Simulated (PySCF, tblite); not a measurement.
Isomers of C5H3OP. Computed with GFN2-xTB (tblite): harmonic, unscaled wavenumbers at the GFN2-xTB geometry, gas phase. Against measured fundamentals such values can be off by several per cent, at times by over 20. One conformer each.

Electronic energies: PBE0/pcSseg-1 single points on the GFN2-xTB geometries (PySCF, gas phase).

```tsv
SMILES	electronic energy, lowest = 0 (kcal/mol)
P#Cc1ccoc1	0.8
C#Cc1occp1	18.3
P#Cc1ccco1	0.0
C#Cc1cpco1	19.8
```

Task: How do GFN2-xTB zero-point energies change the relative energies?

Result: 
```csv
SMILES,ZPE (kcal/mol),of it from modes above 1550 cm⁻¹,electronic (kcal/mol),"with ZPE, lowest = 0 (kcal/mol)",lowest mode (cm⁻¹),rings
P#Cc1ccco1,40.2,16.1,0.0,0.0,105,1
P#Cc1ccoc1,40.2,16.1,0.8,0.8,107,1
C#Cc1occp1,38.6,17.0,18.3,16.6,131,1
C#Cc1cpco1,38.5,17.0,19.8,18.1,130,1
```

The zero-point energies span 1.7 kcal/mol, from `C#Cc1cpco1` to `P#Cc1ccoc1`. The order is unchanged.

Task: And how do the electronic energies of GFN2-xTB itself compare?

Result: `P#Cc1ccco1` 0.0; `P#Cc1ccoc1` 1.2; `C#Cc1occp1` 15.0; `C#Cc1cpco1` 16.1 kcal/mol, lowest = 0. Against the energies above, taken from the same isomer `P#Cc1ccco1`, the largest difference is 3.7 kcal/mol.

Task: What do entropy and thermal enthalpy add at 298.15 K and 1 bar (rigid rotor, harmonic oscillator, one conformer each)?

Result: 
```csv
SMILES,point group,symmetry number,S (cal/(mol K)),H − H(0) (kcal/mol),ZPE + H − H(0) − TS (kcal/mol)
P#Cc1ccco1,Cs,1,78.9,4.29,21.0
P#Cc1ccoc1,Cs,1,79.0,4.30,21.0
C#Cc1occp1,Cs,1,79.7,4.56,19.4
C#Cc1cpco1,Cs,1,79.6,4.55,19.4
```
